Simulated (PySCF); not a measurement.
Atoms are numbered as in `[F:1][CH:2]([F:3])[O:4][c:5]1[cH:6][cH:7][cH:8][cH:9][cH:10]1`; H(Xn) means a hydrogen on atom n.

GIAO PBE0/pcSseg-1 shifts (PySCF, gas phase, non-relativistic, equivalent atoms averaged), each against references optimised in the same way as the molecule (CFCl3, TMS, H2O).

On the GFN2-xTB geometry: F1/F3 -97.1, C5 160.6, C7/C9 135.7, C8 129.5, C2 123.0, C6/C10 121.4, O4 176.5, H(C7)/H(C9) 7.72, H(C8) 7.46, H(C6)/H(C10) 7.34, H(C2) 6.75 ppm.

Problem. What changes on the PBE0-D3(BJ)/def2-SVP geometry?

Solution. 
| atoms | δ (ppm) | change |
| --- | --- | --- |
| F1/F3 | -94.2 | +2.9 |
| C5 | 158.2 | -2.4 |
| C7/C9 | 135.6 | -0.1 |
| C8 | 128.9 | -0.6 |
| C2 | 120.0 | -3.0 |
| C6/C10 | 121.1 | -0.3 |
| O4 | 177.8 | +1.3 |
| H(C7)/H(C9) | 7.50 | -0.22 |
| H(C8) | 7.26 | -0.20 |
| H(C6)/H(C10) | 7.18 | -0.16 |
| H(C2) | 6.04 | -0.71 |

Unscaled 19F shifts against computed CFCl3 carry errors that often reach 10 to 50 ppm.

Bonds between heavy atoms that differ most (equivalent bonds averaged): O4–C5 1.391 → 1.370 Å, C2–O4 1.344 → 1.359 Å, F1–C2 1.351 → 1.339 Å, C7–C8 1.384 → 1.394 Å, C6–C7 1.384 → 1.393 Å. Mean change of bonds to hydrogen: C–H +0.010 Å.
